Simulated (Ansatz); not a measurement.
`C[O][GeH]` + CH₃SH → `C[S][GeH]` + CH₃OH at 700 K and 1 bar (ligand exchange at a Ge–O bond).

Program: Ansatz. Geometries: PBE0-D4/def2-TZVP. ΔE: electronic, gas phase. CCSD(T)/CBS is the MP2 limit (def2-TZVPP, def2-QZVPP) plus CCSD(T) − MP2 in def2-TZVPP, frozen cores. This one scheme is used for every species. For Ge outer-core shells are correlated without core-valence functions, which leaves a few kJ/mol of doubt a bond. Scalar relativity is left out up to krypton.

| species | CCSD(T)/CBS energy (Eh) | H − E (kJ/mol) | S (J/(mol·K)) |
| --- | --- | --- | --- |
| `C[O][GeH]` | -2191.71863 | 175.7 | 364.6 |
| CH₃SH | -438.22835 | 160.2 | 309.0 |
| `C[S][GeH]` | -2514.34332 | 172.9 | 386.9 |
| CH₃OH | -115.61712 | 170.8 | 288.5 |

H − E and S are ideal-gas, rigid-rotor, harmonic terms from PBE0-D4/def2-TZVP. 1 Eh = 2625.50 kJ/mol, R = 8.31446 J/(mol·K).

Q: By hand: ΔE, ΔH, ΔS and ΔG.

A: ΔE = (-2514.34332) + (-115.61712) − (-2191.71863) − (-438.22835) = -0.01346 Eh = -35.3 kJ/mol. Δ(H − E) = 172.9 + 170.8 − 175.7 − 160.2 = 7.8, so ΔH = -27.5 kJ/mol. ΔS = 386.9 + 288.5 − 364.6 − 309.0 = 1.8 J/(mol·K). ΔG = -27.5 − 700 × (1.8)/1000 = -28.8 kJ/mol.

Q: By hand: the equilibrium constant, and the temperature at which ΔG would vanish if ΔH and ΔS stayed fixed.

A: log₁₀ K = −ΔG/(RT ln 10) = 2.1. ΔH and −TΔS have one sign here, so there is no such temperature.

The number of gas molecules stays the same, so ΔS is small and ΔH decides. A doubt of 5 kJ/mol in ΔE shifts log₁₀ K by 0.4 here. These are equilibria of isolated gas molecules and say nothing of rates. Largest T1 diagnostic: 0.016 (customary marks: 0.02 for closed shells, 0.045 for open ones).

ΔS is within the doubt of such terms, so its sign, and with it that verdict, could turn.
